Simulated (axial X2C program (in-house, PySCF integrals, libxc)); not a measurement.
# VS⁻: from the spin-free to the two-component result

Computed with an axial X2C code built on PySCF integrals. Spin-free means the one-electron spin-free X2C Hamiltonian; two-component (2c) means X2C with spin–orbit coupling and atomic mean-field two-electron Coulomb and Gaunt terms, so the difference of the two also holds small scalar two-electron terms. Basis: V dyall-acv3z [11s11p7d4f2g], S dyall-av3z [9s8p3d2f] (cores contracted in-house); Gaussian nuclei, density fitting, unrestricted open shells. Masses: V 50.944 u, S 31.972 u.

Spin-free state: M_S = 1, Λ = 0 (beyond evenly filled blocks: δ+α, δ-α); fragments V + S-.

```csv
level,Re (Å),ωe (cm⁻¹),μ (D)
PBE0,2.101,500.7,0.93
HF,2.241,435.4,-2.30
BHandHLYP,2.151,466.0,-1.21
```

Dipoles are positive if S is the positive end and refer to the centre of mass.

Two-component determinant lowest at the distance of the search:

Ω = 1 (⟨Sz⟩ = 1.00, ⟨Lz⟩ = 0.00 at PBE0); fragments V + S-.

```json
{"level": "PBE0", "Re (Å)": "2.101", "ωe (cm⁻¹)": "500.5", "μ (D)": "0.94"}
{"level": "HF", "Re (Å)": "2.241", "ωe (cm⁻¹)": "435.2", "μ (D)": "-2.30"}
{"level": "BHandHLYP", "Re (Å)": "2.151", "ωe (cm⁻¹)": "465.8", "μ (D)": "-1.20"}
```

Task: From the two tables, how do the constants change at the PBE0 level (2c against spin-free)?

Result: At the PBE0 level Re is unchanged within 0.001 Å and ωe doesn't move by more than 0.2 cm⁻¹.

The state is one determinant whose occupation by symmetry is held fixed; it was picked as the lowest of a PBE0 search that is not exhaustive. De is not given where an atomic determinant may have missed its ground term or J level, or where the truncated virtual space spoils (T). Density functionals use the spin component along the axis (collinear). Other states lie close and PBE0, whose exact exchange favours high spin, may order them wrongly; the determinant shown need not be the ground state. The nearest other spin-free determinant of the search, M_S = 2, Λ = 0, lies 0.10 eV up at the distance of the search. The functionals have no current-density term, which raises determinants with orbital currents, atoms included. With several unpaired electrons one determinant need not be a pure state. Open-shell Ω = 0 determinants with evenly filled partner blocks cannot be reached by this program, so the Ω shown need not be the lowest component. The highest occupied level of some functionals is positive through self-interaction error; at Hartree–Fock it is bound. The determinant is spin-polarised beyond a pure state at some levels (its spin-free form has ⟨S²⟩ too high), which makes Re and μ there less reliable.
